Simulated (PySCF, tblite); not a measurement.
## A complex of methyllithium and formaldehyde

A gas-phase complex of methyllithium and formaldehyde; neutral, singlet. The structure comes from a short search (6 tight-binding starts) and was optimised by PBE0-D3(BJ)/def2-SVPD; another way of binding may lie lower.

This structure isn't a minimum: the optimisation stopped short of the minimum along a soft mode, which is imaginary here (59i cm⁻¹ by PBE0-D3(BJ)/def2-SVPD), and forces of up to 0.014 eV/Å are left. All values below rest on it.

```csv
part,name,SMILES,atoms,charge,multiplicity
1,methyllithium,[Li][CH3],1–5,0,1
2,formaldehyde,C=O,6–9,0,1
```

Coordinates in Å:
```
C1     -0.327    0.133   -0.076
Li2     1.176   -0.650    0.967
H3      0.004    0.723   -0.954
H4     -0.968    0.824    0.507
H5     -1.026   -0.622   -0.489
C6      3.648   -1.894    2.426
O7      2.692   -1.413    1.874
H8      4.555   -1.290    2.639
H9      3.655   -2.959    2.741
```

Contacts between parts, classed by geometry: Li2···O7 1.924 Å (ion contact).

Interaction energies are complex less parts, with the parts frozen as they stand in it; counterpoise-corrected, in kcal/mol (PySCF).

Task: Give the interaction energy at each level run.

Result: 
```json
{"level": "wB97M-D3(BJ)/def2-TZVPD", "interaction": "-15.16", "superposition error removed": "-0.12"}
{"level": "PBE0-D3(BJ)/def2-TZVPD", "interaction": "-15.48", "superposition error removed": "-0.11"}
```

Task: What holds them together? Decompose the wB97M-D3(BJ)/def2-TZVPD energy: frozen parts, their antisymmetrised product, then relaxation.

Result: electrostatic -15.1, Pauli repulsion +6.3, orbital relaxation -5.9, dispersion correction -0.6 kcal/mol, which sum to the value before the counterpoise correction; the Pauli term holds the exchange-correlation of the frozen density too. Of the attraction, 70 % is electrostatic, 27 % is orbital relaxation, 3 % is dispersion correction.

The parts were also relaxed and run alone, at the levels used for the complex: shieldings by PBE0/pcSseg-2.

Values alone: shielding of Li2 (ppm): 86.0; shielding of O7 (ppm): -448.9.

Task: How do these values change when the complex forms?

Result: 
```csv
property,alone,in the complex,change
shielding of Li2 (ppm),86.0,83.6,-2.4
shielding of O7 (ppm),-448.9,-351.7,+97.2
```

The 4 runs behind this took 3.8 min in all, one thread each of Intel Xeon 6975P-C on a shared host, launched as `OMP_NUM_THREADS=1 python cluster_run.py task.json out`.
